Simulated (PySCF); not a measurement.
[Tm(NH2)4]−: from a saddle point downhill

PySCF 2.14.0, RKS PBE0, Tm lcecp-1-SVP with ECP58, N def2-SVP, H def2-SVP; non-relativistic Hamiltonian with scalar-relativistic core potentials where named; density fitting; no spin-orbit coupling. Relaxed within the symmetry of its start, the geometry (D2d) is

```xyz
13

Tm    0.0000    0.0000    0.0000
N     1.0663    1.3793    1.3793
H     1.4447    1.1504    2.2988
H     1.4447    2.2988    1.1504
N    -1.0663   -1.3793    1.3793
H    -1.4447   -1.1504    2.2988
H    -1.4447   -2.2988    1.1504
N     1.0663   -1.3793   -1.3793
H     1.4447   -2.2988   -1.1504
H     1.4447   -1.1504   -2.2988
N    -1.0663    1.3793   -1.3793
H    -1.4447    2.2988   -1.1504
H    -1.4447    1.1504   -2.2988
```

and its lowest harmonic modes are -54, 97, 104, 106, 106, 110 cm⁻¹ (negative: unstable). It was moved along the lowest mode and relaxed again, within the group S4 that the move left.

Task: Where does it end, and how much lower?

Result: In S4, 0.062 eV lower, after 28 steps:
```xyz
13

Tm    0.0000    0.0000    0.0000
N     1.3418    1.1776    1.3144
H     1.2775    1.3807    2.3111
H     2.2118    1.6083    0.9990
N    -1.3418   -1.3144    1.1776
H    -2.2119   -0.9989    1.6082
H    -1.2774   -2.3111    1.3808
N     1.3418   -1.1776   -1.3144
H     2.2118   -1.6083   -0.9990
H     1.2775   -1.3807   -2.3111
N    -1.3418    1.3144   -1.1776
H    -1.2774    2.3111   -1.3808
H    -2.2119    0.9989   -1.6082
```

Task: How do the contacts change?

Result: 
```csv
contact,saddle (Å),end (Å)
Tm1–N2 (NH2),2.223,2.217
Tm1–N5 (NH2),2.223,2.217
Tm1–N8 (NH2),2.223,2.217
Tm1–N11 (NH2),2.223,2.217
```


Task: Is the end a minimum?

Result: Yes; lowest modes 83, 85, 86, 94, 125, 170 cm⁻¹.

An lcecp potential fixes the number of 4f electrons, so in runs with it no electron can move into or out of that shell.

State: singlet in the valence, with the 4f electrons in the core potential.
